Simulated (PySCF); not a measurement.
SMILES CB(C)C#C[Si](Cl)(Cl)Cl (C4H6BCl3Si) at its GFN2-xTB optimised geometry (Å):

```
15

Si     2.8361    -0.0009    -0.0052
Cl     3.5202     1.7386     0.7660
Cl     3.5110    -1.5440     1.1136
Cl     3.4820    -0.2022    -1.9107
C      0.9928     0.0002    -0.0003
C     -0.2213     0.0004     0.0000
B     -1.7354     0.0004     0.0000
C     -2.4909    -1.3801     0.0004
C     -2.4904     1.3813     0.0000
H     -2.5224    -1.7549     1.0247
H     -1.9801    -2.1429    -0.5830
H     -3.5202    -1.3117    -0.3425
H     -1.9802     2.1429     0.5854
H     -3.5202     1.3128     0.3411
H     -2.5200     1.7576    -1.0236
```

Computed with PySCF with CAM-B3LYP/def2-TZVP. Cells within 0.4 Å of a nucleus heavier than hydrogen are left out (blank, or x).

Map of the log10 of the electron density (e/bohr³), floored at −4 on the plane z = 0.0 Å:

```
|0000000000000000000000000000000|
|0000000000000000000000000000000|
|0000000000000000000000000000000|
|0000000000000000000000000000000|
|0000000000000000000000000000000|
|0000000000000000000000011000000|
|0000000112211000000001222211000|
|0000011233332100000012344432100|
|0000123445543210000124555543200|
|0001234566664311111235677654310|
|0002356778765322222345778765310|
|00024678xx875444444446788765320|
|00124678xx875555555556777764310|
|0002456788876677777666777654210|
|0001345667887888888877986543210|
|0001234567xx88xx9xx879xx6543200|
|0001345667887888888877986543200|
|0002456788876677777666776653210|
|00124678xx875555555555676654210|
|00024678xx875444444445666654210|
|0002356778765322222234566653210|
|0001234566664311111123455543200|
|0000123445543210000022344432100|
|0000011233332100000001222221000|
|0000000112211000000000111100000|
|0000000000000000000000000000000|
|0000000000000000000000000000000|
|0000000000000000000000000000000|
|0000000000000000000000000000000|
|0000000000000000000000000000000|
|0000000000000000000000000000000|
```
Scale: ten equal steps from -4.00 (start of '0') to -0.052 (end of '9'), in the order '0123456789'; x runs from -6.00 to 6.00, y from -6.00 (bottom) to 6.00 (top).
